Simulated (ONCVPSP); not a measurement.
u(r) = r·R(r): atom against pseudo-atom (germanium (Ge))

Columns: radius, all-electron u(r) and pseudo u(r) of the 3d shell (level -29.26 eV) of germanium in the configuration [Ne] 3s2 3p6 3d10 4s2 4p2; revPBE, scalar-relativistic, ONCV scheme, ONCVPSP 4.0.1.

```tsv
r (bohr)	all-electron	pseudo
0.060	0.0524	0.0119
0.120	0.2405	0.0877
0.180	0.4896	0.2588
0.240	0.7257	0.5096
0.300	0.9128	0.7864
0.360	1.0426	1.0256
0.420	1.1187	1.1824
0.480	1.1500	1.2442
0.540	1.1475	1.2298
0.600	1.1211	1.1718
0.660	1.0786	1.1002
0.720	1.0261	1.0317
0.780	0.9680	0.9685
0.840	0.9074	0.9072
0.900	0.8465	0.8463
0.960	0.7866	0.7864
1.020	0.7288	0.7287
1.080	0.6737	0.6736
1.140	0.6216	0.6215
1.200	0.5727	0.5725
1.260	0.5270	0.5269
1.320	0.4845	0.4844
1.380	0.4451	0.4450
1.440	0.4087	0.4086
1.500	0.3752	0.3751
1.560	0.3442	0.3442
```

Task: How many radial nodes do the two functions have?

Result: The all-electron 3d function has n − l − 1 = 0; the pseudo-wave has 0.

Task: At about which radius was the pseudo-wave matched?

Result: 0.90 bohr. The columns agree to 0.0005 from 0.84 bohr on; several derivatives are matched, so the curves merge somewhat inside the radius.

Task: Is the pseudo-wave norm-conserving?

Result: Yes: the ONCV scheme keeps the norm inside the radius equal to the all-electron one, which fixes the energy derivative of the logarithmic derivative at the level.
